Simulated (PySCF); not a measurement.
# One reaction down a group: F, Cl, I

The same gas-phase reaction for F, Cl, I:
- GeF4 + 2 O → GeO2 + 2 F2
- GeCl4 + 2 O → GeO2 + 2 Cl2
- GeI4 + 2 O → GeO2 + 2 I2

Method: PySCF energies plus ideal-gas RRHO corrections (1 bar). † marks an energy on the PBE0/def2-TZVP geometry and frequencies. MP2 freezes the core. Open shells (unrestricted): O (multiplicity 3, electronic degeneracy 9); the rest are closed-shell singlets. Spin-orbit splitting is ignored; it lowers the true energy and changes the entropy of O. B3LYP is the form with VWN-RPA correlation. I: scalar-relativistic def2 core potential, no spin-orbit coupling. Ge: all electrons, no relativistic terms. GeO2: computed as isolated molecules; such fragments, hydroxides, amides, oligomers or adducts are transient or little studied in the gas. MP2 isn't extrapolated to the basis-set limit. The harmonic model lacks anharmonicity and excited electronic states, which grow with temperature; levels with a mode under 35 cm⁻¹ are left out. Soft modes under 120 cm⁻¹ make the harmonic entropy rough for GeI4.

ΔH°(298 K) in kJ, by level:

```
level                   F     Cl       I
------------------  -----  -----  ------
ωB97M-V/def2-TZVP†  640.4  -42.9  -343.2
MP2/def2-TZVPP†     630.6  -88.6  -375.8
PBE0/def2-QZVP†     644.0  -50.8  -344.3
PBE0/def2-SVP†      641.4   32.0  -288.3
B3LYP/def2-TZVP†    605.0  -90.3  -391.8
```

At ωB97M-V/def2-TZVP†, ΔH° falls from F to I, over a range of 983.6 kJ; the steps are -683.3, -300.3 kJ. 5 of the 5 levels shown give the same order. The levels scatter most for Cl (122.3 kJ between the highest and the lowest) and least for F (39.0 kJ). ΔS°(298 K) runs from 10.1 to 21.8 J/K, so TΔS° at 298 K spreads over 3.5 kJ among the members, against 983.6 kJ for ΔH°.

Free energies at ωB97M-V/def2-TZVP†:

```json
[
 {"member": "F", "ΔS°(298 K), J/K": "21.8", "ΔG°(298 K), kJ": "634", "ΔG°(2000 K), kJ": "631", "ΔG° changes sign": "none from 298 to 2500 K"},
 {"member": "Cl", "ΔS°(298 K), J/K": "17.6", "ΔG°(298 K), kJ": "-48", "ΔG°(2000 K), kJ": "-40", "ΔG° changes sign": "none from 298 to 2500 K"},
 {"member": "I", "ΔS°(298 K), J/K": "10.1", "ΔG°(298 K), kJ": "-346", "ΔG°(2000 K), kJ": "-324", "ΔG° changes sign": "none from 298 to 2500 K"}
]
```

The NASA 1993 table holds none of these reactions whole; the comparison is among the levels.
